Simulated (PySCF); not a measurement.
## Peak assignment

Bonds (- single, = double, # triple, : aromatic): Cl1-C2 1.676 Å, C2:N3 1.289 Å, N3:N4 1.348 Å, N4:C5 1.295 Å, C5-C6 1.452 Å, C6-C7 1.510 Å, C7-C8 1.488 Å, C5:O9 1.360 Å, O9:C2 1.353 Å, C8-C6 1.510 Å. C6 carries H10; C7 carries H11, H12; C8 carries H13, H14. H11, H13 are cis to C5 on the ring; H12, H14 are trans to C5 on the ring.

Theoretical values (PySCF): structure optimised with GFN2-xTB, NMR shieldings at PBE0/pcSseg-1/GIAO. No solvent, fast rotation and ring inversion assumed for equivalent nuclei, no relativistic terms, a single conformation.

Referencing at the same level of theory: ¹³C and ¹H vs TMS.

Problem. Assign these signals to the numbered atoms. ¹³C{¹H} NMR (computed): δ 176.3, 161.4, 11.5, 11.0.

Solution. 
176.3 → C5, substituted aromatic carbon next to the ring oxygen
161.4 → C2, aromatic carbon bearing chlorine
11.5 → C7/C8, three-membered-ring carbon: carbons of three-membered rings are unusually shielded
11.0 → C6, three-membered-ring carbon

C7/C8 and C6 lie closer than the usual error of such a calculation, so a measured spectrum could show them in the other order.

Problem. Assign these signals to the numbered atoms. ¹H NMR (300 MHz, computed): δ 2.41 (m, 1H), 1.14 (m, 2H), 1.00 (m, 2H).

Solution. 
| δ (ppm) | atoms | environment | reason |
| --- | --- | --- | --- |
| 2.41 | H10 | hydrogen on a three-membered-ring carbon | – |
| 1.14 | H12/H14 | hydrogen on a three-membered-ring carbon | cyclopropane-type protons are shielded by the ring |
| 1.00 | H11/H13 | hydrogen on a three-membered-ring carbon | – |

Carbons that carry Cl, above all several Cl atoms, come out too deshielded, partly because spin–orbit coupling is missing. Shifts are as computed. Against solution values, carbons near 30 ppm lie about +3 ppm off and those near 130 ppm about +5 ppm; carbons on Cl a further +6 ppm. Of 1211 compounds with measured shifts, 218 miss one by over three times the rms of a fit or turn the order of signals round; such compounds aren't used in these exercises. No couplings were computed; multiplicities are counted from neighbouring protons, with m where these are inequivalent, close in shift, in a saturated or five-membered ring or joined by F or P, and br s for small geminal =CH2 splittings.
